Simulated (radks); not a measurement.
Fe22+, 4 electrons, occupied as [He] 2s1.5 3d0.5 (fractional occupations, a model configuration).

Calculated with a radial shooting solver on a logarithmic mesh with Libxc functionals: scalar-relativistic Kohn-Sham, PBE, spin-polarised, spherical densities, finite nucleus; open shells are filled with parallel spins first; Fermi nuclear charge, rms radius 3.7377 fm.

Energy parts (eV):
| part | energy |
|---|---|
| total | -21539.833 |
| kinetic | 21906.979 |
| electron-nucleus | -44447.529 |
| Hartree | 1550.413 |
| exchange-correlation | -549.696 |

Orbitals (lengths in bohr, moments of r in powers of bohr; r(90%) holds 90 % of the orbital's charge):
1s up: occ. 1; eigenvalue (eV) -8432.517; <r^4> 0.00005202; <r^2> 0.004519; <1/r> 26.11; r(90%) 0.103
1s down: occ. 1; eigenvalue (eV) -8429.536; <r^4> 0.00005199; <r^2> 0.004518; <1/r> 26.10; r(90%) 0.103
2s up: occ. 1; eigenvalue (eV) -1929.604; <r^4> 0.007673; <r^2> 0.06812; <1/r> 6.207; r(90%) 0.369
2s down: occ. 0.5; eigenvalue (eV) -1915.949; <r^4> 0.007698; <r^2> 0.06818; <1/r> 6.212; r(90%) 0.369
2p up: occ. 0; eigenvalue (eV) -1863.326; <r^4> 0.004997; <r^2> 0.05140; <1/r> 6.090; r(90%) 0.332
2p down: occ. 0; eigenvalue (eV) -1852.314; <r^4> 0.004980; <r^2> 0.05125; <1/r> 6.104; r(90%) 0.331
3s up: occ. 0; eigenvalue (eV) -817.6299; <r^4> 0.1824; <r^2> 0.3559; <1/r> 2.665; r(90%) 0.808
3s down: occ. 0; eigenvalue (eV) -808.7016; <r^4> 0.1826; <r^2> 0.3558; <1/r> 2.670; r(90%) 0.808
3d up: occ. 0.5; eigenvalue (eV) -781.4786; <r^4> 0.08799; <r^2> 0.2329; <1/r> 2.597; r(90%) 0.681
3d down: occ. 0; eigenvalue (eV) -770.7454; <r^4> 0.08912; <r^2> 0.2345; <1/r> 2.587; r(90%) 0.683

The highest occupied level is 3d up at -781.48 eV. The configuration is held as typed, so some empty levels lie below it. Spin moment in Bohr magnetons: 1. The spin density at the nucleus is 402.0 e/bohr^3 (1s 2.4, 2s 399.7). The density falls to 0.001 e/bohr^3 at r = 1.07 bohr. Summed over all electrons, <r^2> = 0.2277 bohr^2, which gives a Langevin (diamagnetic) susceptibility term of -0.18 x 10^-6 cm^3/mol. The electron density at the nucleus is 1.507e+04 e/bohr^3 (large components only).
